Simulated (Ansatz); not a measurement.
Basis-set series for `[F][Sn]([Cl])[Br]` radical. Charge 0, multiplicity 2. Sn takes the def2 core potential. The geometry is a stationary point of PBE0-D4/def2-TZVP.

| functional | basis | functions | energy (Eh) | HOMO (eV) | LUMO (eV) |
| --- | --- | --- | --- | --- | --- |
| PBE0-D4 | def2-SVP | 90 | -3347.52274 | -7.72 | -5.05 |
| PBE0-D4 | def2-TZVPP | 171 | -3348.13626 | -7.84 | -5.15 |
| ωB97M-V | def2-SVP | 90 | -3347.82099 | -9.67 | -3.23 |
| ωB97M-V | def2-TZVPP | 171 | -3348.43403 | -9.84 | -3.39 |

(1) Give the rows for def2-QZVPP. (Estimate.)

Results:

(1) Ansatz gave: 
```tsv
functional	basis	functions	energy (Eh)	HOMO (eV)	LUMO (eV)
PBE0-D4	def2-QZVPP	298	-3348.21089	-7.85	-5.16
ωB97M-V	def2-QZVPP	298	-3348.50580	-9.85	-3.43
```

HOMO and LUMO are taken over both spins. Scalar relativity is left out up to krypton.
